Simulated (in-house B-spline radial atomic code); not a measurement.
Values are calculated unless marked as measured or tabulated.
Making a Troullier-Martins p channel for Nb, r_c = 1.29 bohr

Nb, [Kr] 4d4 5s1, non-relativistic LDA (VWN5), spherical and spin-unpolarised, from a B-spline radial code for spherical atoms (atomic units). The all-electron 4p level is ε = -1.250048 hartree, its outermost node lies just inside 0.56 bohr and its outer maximum at 1.14 bohr.

Inside r_c the pseudo-orbital is u(r) = r^2 exp(p(r)), with p = c0 + c2 r² + c4 r⁴ + … + c12 r¹². The seven coefficients follow from p and its first four derivatives at r_c, from zero curvature of the screened potential at the origin, c4 = −c2²/(2l + 5), and from the norm inside r_c. At r_c the all-electron orbital has P = 0.9480387, P' = -0.442462, the screened potential V = -2.874883, V' = 5.288241, V'' = -12.81377, and the norm inside is Q = 0.5269259.

(1) What are p, p' and p'' at r_c?

For a trial c2 the five matching conditions are linear in c0, c6, c8, c10 and c12, and c2 is varied until the norm inside r_c equals Q. The root nearest zero gives:

```tsv
n	c_n
0	0.2478276
2	0.08683035
4	-0.001077073
6	-0.9496018
8	0.8023694
10	-0.2703797
12	0.03396948
```

(2) Check c4 and p(r_c), and find the screened pseudopotential at the origin.

Orbitals and screened potentials:

| r (bohr) | P | u | V all-electron | V pseudo |
| --- | --- | --- | --- | --- |
| 0.129 | 0.2039 | 0.02135 | -196.1 | -0.8228 |
| 0.322 | -0.5144 | 0.1339 | -46.86 | -1.055 |
| 0.516 | -0.1121 | 0.3442 | -19.68 | -2.053 |
| 0.71 | 0.4968 | 0.6239 | -10.53 | -3.756 |
| 0.903 | 0.8645 | 0.8748 | -6.408 | -4.829 |
| 1.096 | 0.9848 | 0.9845 | -4.195 | -4.164 |
| 1.29 | 0.948 | 0.948 | -2.875 | -2.875 |

Logarithmic derivatives P'/P at R = 1.59 bohr, for energies E around ε:

| E − ε (hartree) | all-electron | pseudo |
| --- | --- | --- |
| -0.5 | 0.0629552 | 0.0611576 |
| -0.25 | -0.371626 | -0.372261 |
| -0.1 | -0.689157 | -0.689285 |
| 0 | -0.932815 | -0.932816 |
| 0.1 | -1.20885 | -1.20903 |
| 0.25 | -1.70184 | -1.70334 |
| 0.5 | -2.84975 | -2.86027 |

(3) With P(R) = 0.761657 and a norm of 0.7503903 inside R, what slope in energy does norm conservation fix?

Results:

(1) p = ln(P/r_c^2) = ln(0.9480387/1.6641) = -0.56264. p' = P'/P − 2/r_c = -0.46671 − 1.55039 = -2.01710. The radial equation gives p'' = 2(V − ε) − 2(2) p'/r_c − p'² = -3.24967 − (-6.25458) − 4.06870 = -1.06379. Differentiating, p''' = 2V' + 2(2)p'/r_c² − 2(2)p''/r_c − 2p'p'' = 4.735, and p'''' = 2V'' − 4(2)p'/r_c³ + 4(2)p''/r_c² − 2(2)p'''/r_c − 2p''² − 2p'p''' = -21.068.

(2) −c2²/7 = -0.00107707, as listed. The terms c_n r_c^n are 0.24783, 0.14449, -0.00298, -4.37603, 6.15307, -3.45041, 0.72138, which sum to -0.56264. Inverting the radial equation, V_l(r) = ε + 2 p'/r + (p'' + p'²)/2, so V_l(0) = ε + (2l + 3) c2 = -1.250048 + 5 × (0.0868303) = -0.8159 hartree, finite where the all-electron potential diverges.

(3) d(P'/P)/dE = −2 × (norm inside R)/P(R)² = -2.5870 per hartree·bohr at E = ε, for both atoms, since orbital and norm agree at R. Differences over ±0.1 hartree give -2.5985 (all-electron) and -2.5987 (pseudo), which also hold third-order terms. Half a hartree below ε the two curves differ by -0.0018.
